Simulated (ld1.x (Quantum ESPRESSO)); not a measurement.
**PBEsol TM dataset for V (Z = 23), scalar-relativistic all-electron reference.**

ld1.x (Quantum ESPRESSO) 7.5 input, shortened:

```
&input
   title='V', zed=23., rel=1, dft='PBESOL', iswitch=3,
   config='[Ar] 3d3 4s1 4p0'
 /
 &inputp
   pseudotype=2, tm=.true., lloc=0,
   nlcc=.false.
 /
3
4P  2  1   0.00   0.00  3.10  3.10  0.0
3D  3  2   3.00   0.00  1.60  1.60  0.0
4S  1  0   1.00   0.00  1.95  1.95  0.0
 &test
   configts(1)='3d3 4s1 4p0'
 /
```

All-electron outer shells of the reference configuration (PBEsol, scalar-relativistic, ld1.x):

| shell | level (eV) | outermost node (bohr) | outermost maximum (bohr) |
| --- | --- | --- | --- |
| 3p | -51.56 | 0.35 | 0.84 |
| 3d | -12.65 | – | 0.90 |
| 4s | -10.90 | 1.17 | 2.59 |
| 4p | -6.81 | 1.29 | 3.16 |

Task: Does the generator finish with these settings?

Result: Yes, a potential is produced and its reference levels are reproduced.

Task: Estimate the cutoffs (Ry, on a coarse ladder) from which the occupation-weighted sum of valence levels, in a spherical-Bessel basis at the reference potential, stays within 10 and 1 mRy of its value at 400 Ry.

Result: 80 Ry and 100 Ry.

Task: Does the potential have ghost states?

Result: No extra level below or beside the all-electron valence levels (p, d, s, f tested).

Task: Which valence shell sets the plane-wave cutoff?

Result: 3d: its level needs 90 Ry to come within 1 mRy, against 35 Ry for 4s.

Task: Tests: 3d3 4s2 4p0; 3d3 4s0 4p0; 3d2 4s0 4p0; 3d2 4s2 4p1; 3d2 4s2 4p0; 3d3 4s0 4p2; 3d3 4s1 4p1. Which has the largest error in its energy relative to the reference configuration, and how large is it?

Result: 3d2 4s2 4p1, with -217 meV (all-electron minus pseudo) on -1.95 eV.
